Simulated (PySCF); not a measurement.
Compound: C6H11S (charge -1).
Geometry (PBE0-D3(BJ)/def2-SVP, Å), atoms numbered from 1 in this order:
```
atom  x, y, z in Å
S1     2.578    0.333    1.275
C2     1.991    0.565   -0.427
C3     0.480    0.333   -0.625
C4    -0.398    1.234    0.242
C5    -1.768    0.558    0.259
C6    -1.470   -0.957    0.159
C7     0.023   -1.066   -0.199
H8     2.518   -0.114   -1.131
H9     2.212    1.589   -0.794
H10    0.226    0.500   -1.695
H11    0.081    1.228    1.240
H12   -0.432    2.277   -0.116
H13   -2.361    0.812    1.155
H14   -2.366    0.882   -0.612
H15   -2.116   -1.432   -0.600
H16   -1.689   -1.469    1.111
H17    0.229   -1.832   -0.965
H18    0.637   -1.294    0.693
```

Computed, not measured: PBE0-D3(BJ)/def2-SVP geometry optimisation, gas phase (PySCF 2.14.0).

Take the most abundant isotopes and a rigid rotor. The values belong to one conformer with, in the numbering `[S-:1][CH2:2][CH:3]1[CH2:4][CH2:5][CH2:6][CH2:7]1`, S1–C2–C3–C4 58°, C2–C3–C4–C5 -162°, C3–C4–C5–C6 32°, C4–C5–C6–C7 -11°, C5–C6–C7–C3 -13°.

Question: Give the principal moments of inertia and the rotational constants in MHz.

Answer: Ia = 119.19, Ib = 389.08, Ic = 405.79 u·Å²; 505379 MHz·u·Å²/I gives A = 4240, B = 1299, C = 1245 MHz.

Question: Classify the top.

Answer: A near-prolate asymmetric top. Ray's parameter κ = (2B − A − C)/(A − C) = -0.964; −1 is the prolate and +1 the oblate limit.

Question: What does the inertial defect say?

Answer: Not planar: Δ = Ic − Ia − Ib = -102.48 u·Å². For a rigid frame Δ = −2 Σ m c², so Σ m c² = 51.24 u·Å² lies off the ab plane: 15.16 from hydrogen and 36.08 from heavier atoms. The atom farthest from that plane is 1.89 Å away.

Question: Give the other two planar moments, Paa and Pbb, and the rms extents of the mass along the axes.

Answer: Paa = Σ m a² = (Ib + Ic − Ia)/2 = 337.84 and Pbb = Σ m b² = (Ia + Ic − Ib)/2 = 67.95 u·Å². With the mass M = 115.06 u, the rms extents √(P/M) along a, b and c are 1.71, 0.77, 0.67 Å.

Question: List the rotational levels J(Ka,Kc) to J = 3 (cm⁻¹).

Answer: Above 0(0,0):
J = 1: 1(0,1) 0.0849, 1(1,1) 0.1830, 1(1,0) 0.1848
J = 2: 2(0,2) 0.2546, 2(1,2) 0.3509, 2(1,1) 0.3563, 2(2,1) 0.6506, 2(2,0) 0.6506
J = 3: 3(0,3) 0.5091, 3(1,3) 0.6029, 3(1,2) 0.6136, 3(2,2) 0.9052, 3(2,1) 0.9053, 3(3,1) 1.4002, 3(3,0) 1.4002
Those of J = 1 are B + C, A + C and A + B.

Question: Which types of transition are allowed, and where do some lines up to J = 2 fall?

Answer: The dipole components (about the centre of mass, as the species is charged) are |μa| = 6.72 D, |μb| = 0.25 D, |μc| = 1.85 D. The squared components, which scale the intensities, stand as 1.00 : 0.00 : 0.08 (a : b : c). Some lines, for components of 0.1 D or more:

```json
{"type": "b", "branch": "R", "J(Ka,Kc)": "2(0,2) ← 1(1,1)", "MHz": "2147", "lower level (cm⁻¹)": "0.183"}
{"type": "a", "branch": "R", "J(Ka,Kc)": "1(0,1) ← 0(0,0)", "MHz": "2544", "lower level (cm⁻¹)": "0.000"}
{"type": "c", "branch": "Q", "J(Ka,Kc)": "2(1,2) ← 2(0,2)", "MHz": "2888", "lower level (cm⁻¹)": "0.255"}
{"type": "c", "branch": "Q", "J(Ka,Kc)": "1(1,1) ← 1(0,1)", "MHz": "2941", "lower level (cm⁻¹)": "0.085"}
{"type": "b", "branch": "Q", "J(Ka,Kc)": "1(1,0) ← 1(0,1)", "MHz": "2995", "lower level (cm⁻¹)": "0.085"}
{"type": "b", "branch": "Q", "J(Ka,Kc)": "2(1,1) ← 2(0,2)", "MHz": "3049", "lower level (cm⁻¹)": "0.255"}
{"type": "a", "branch": "R", "J(Ka,Kc)": "2(1,2) ← 1(1,1)", "MHz": "5035", "lower level (cm⁻¹)": "0.183"}
{"type": "a", "branch": "R", "J(Ka,Kc)": "2(0,2) ← 1(0,1)", "MHz": "5088", "lower level (cm⁻¹)": "0.085"}
{"type": "a", "branch": "R", "J(Ka,Kc)": "2(1,1) ← 1(1,0)", "MHz": "5142", "lower level (cm⁻¹)": "0.185"}
{"type": "b", "branch": "R", "J(Ka,Kc)": "1(1,1) ← 0(0,0)", "MHz": "5486", "lower level (cm⁻¹)": "0.000"}
{"type": "c", "branch": "R", "J(Ka,Kc)": "1(1,0) ← 0(0,0)", "MHz": "5539", "lower level (cm⁻¹)": "0.000"}
{"type": "b", "branch": "R", "J(Ka,Kc)": "2(1,2) ← 1(0,1)", "MHz": "7976", "lower level (cm⁻¹)": "0.085"}
{"type": "c", "branch": "R", "J(Ka,Kc)": "2(1,1) ← 1(0,1)", "MHz": "8137", "lower level (cm⁻¹)": "0.085"}
{"type": "c", "branch": "Q", "J(Ka,Kc)": "2(2,1) ← 2(1,1)", "MHz": "8824", "lower level (cm⁻¹)": "0.356"}
{"type": "b", "branch": "Q", "J(Ka,Kc)": "2(2,0) ← 2(1,1)", "MHz": "8824", "lower level (cm⁻¹)": "0.356"}
{"type": "b", "branch": "Q", "J(Ka,Kc)": "2(2,1) ← 2(1,2)", "MHz": "8984", "lower level (cm⁻¹)": "0.351"}
{"type": "b", "branch": "R", "J(Ka,Kc)": "2(2,1) ← 1(1,0)", "MHz": "13966", "lower level (cm⁻¹)": "0.185"}
{"type": "c", "branch": "R", "J(Ka,Kc)": "2(2,0) ← 1(1,0)", "MHz": "13967", "lower level (cm⁻¹)": "0.185"}
{"type": "c", "branch": "R", "J(Ka,Kc)": "2(2,1) ← 1(1,1)", "MHz": "14019", "lower level (cm⁻¹)": "0.183"}
{"type": "b", "branch": "R", "J(Ka,Kc)": "2(2,0) ← 1(1,1)", "MHz": "14020", "lower level (cm⁻¹)": "0.183"}
```

Question: Estimate the classical rotational partition function at 25 K, 100 K and 298.15 K.

Answer: Point group C1, symmetry number σ = 1; q = (√π/σ)·√((kT/h)³/(ABC)), k/h = 20836.6 MHz/K: 8050 at 25 K, 64400 at 100 K, 331000 at 298.15 K.

Not checked by PBE0-D3(BJ)/def2-SVP frequencies. The geometry's basis has no diffuse functions, a weakness for an anion. Zero-point vibration and centrifugal distortion are left out.
